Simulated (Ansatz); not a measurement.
`CC1[SiH2]B1O`. Total charge 0; spin multiplicity 1. The structure was optimised at the PBE0-D4/def2-TZVP level. It is one conformer, not always the lowest.

```xyz
12

C     0.469   -1.245   -1.035
C    -0.145   -0.516    0.139
Si   -1.324    1.021    0.281
B     0.472    0.632    0.941
O     1.716    1.037    1.245
H     1.211   -1.978   -0.704
H     0.981   -0.548   -1.702
H    -0.285   -1.772   -1.624
H    -0.712   -1.171    0.816
H    -2.623    0.684    0.913
H    -1.505    1.930   -0.882
H     1.743    1.926    1.611
```

Question: What is the dipole moment at B3LYP/def2-TZVPP? (Estimate.)

Answer: Ansatz gave: 0.79 D, with components (0.13, 0.65, 0.44) D in this frame, pointing from negative to positive charge.

Question: And with PBE, r2SCAN, ωB97M-V? (Estimate.)

Answer: Ansatz gave: PBE 0.73 D, r2SCAN 0.73 D, ωB97M-V 0.84 D.

Question: Give the Mulliken charges with B3LYP, r2SCAN, ωB97M-V in def2-TZVPP. (Best estimate.)

Answer: Computed: 
```csv
atom,B3LYP,r2SCAN,ωB97M-V
C1,-0.24,-0.13,-0.30
C2,-0.21,-0.20,-0.25
Si3,0.04,0.09,0.01
B4,0.18,0.17,0.15
O5,-0.25,-0.29,-0.24
H6,0.09,0.05,0.11
H7,0.07,0.04,0.09
H8,0.08,0.05,0.11
H9,0.13,0.12,0.15
H10,-0.06,-0.06,-0.02
H11,-0.07,-0.07,-0.02
H12,0.22,0.24,0.21
```

B3LYP here is the variant with VWN-RPA as its local correlation; programs differ in this.
